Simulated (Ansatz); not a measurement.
Born–Oppenheimer molecular dynamics of BH₄LiSSi (8 atoms, charge 0, multiplicity 1). It starts from a relaxed structure.

Level of theory: Ansatz, RKS PBE-D4/def2-SVP.

| Property | Result |
| --- | --- |
| ensemble | NVT, Langevin thermostat |
| time step | 0.5 fs |
| steps asked | 150 |
| set temperature | 1000 K |
| friction | 0.005 /fs |
| temperature schedule | 37 steps to 1000 K, then 113 steps to 10 K |
| seed | 440015 |

First frame:

```xyz
8
Properties=species:S:1:pos:R:3
Li -0.938 -1.110 1.005
Si -0.402 1.230 1.078
S 1.193 0.003 -0.127
B 0.285 -1.168 -1.089
H -0.665 2.300 0.028
H 0.605 1.953 1.961
H -0.939 -1.345 -0.958
H 0.862 -1.863 -1.898
```

How far do the bonds stretch over the last three quarters of this one trajectory? (Pairs bonded in most of those frames.)


| bond | mean (Å) | spread (Å) | shortest | longest |
| --- | --- | --- | --- | --- |
| Li1–Si2 | 2.399 | 0.042 | 2.33 | 2.46 |
| Li1–S3 | 2.659 | 0.077 | 2.56 | 2.76 |
| Li1–B4 | 2.373 | 0.169 | 2.12 | 2.61 |
| Li1–H7 | 1.906 | 0.117 | 1.75 | 2.13 |
| Si2–S3 | 2.424 | 0.016 | 2.37 | 2.44 |
| Si2–H5 | 1.529 | 0.019 | 1.50 | 1.56 |
| Si2–H6 | 1.543 | 0.060 | 1.44 | 1.64 |
| S3–B4 | 1.771 | 0.012 | 1.73 | 1.79 |
| B4–H7 | 1.260 | 0.061 | 1.17 | 1.36 |
| B4–H8 | 1.224 | 0.031 | 1.16 | 1.27 |

Mean temperature of the second half: 624 K. The schedule's set-point averaged 339 K over the second half and the system 624 K, so it lags behind the ramp. A run of 0.075 ps of so small a system gives no equilibrium averages.

The run took 10 min on 1 thread of Arm Neoverse N1 (shared host), peak memory 0.13 GiB.
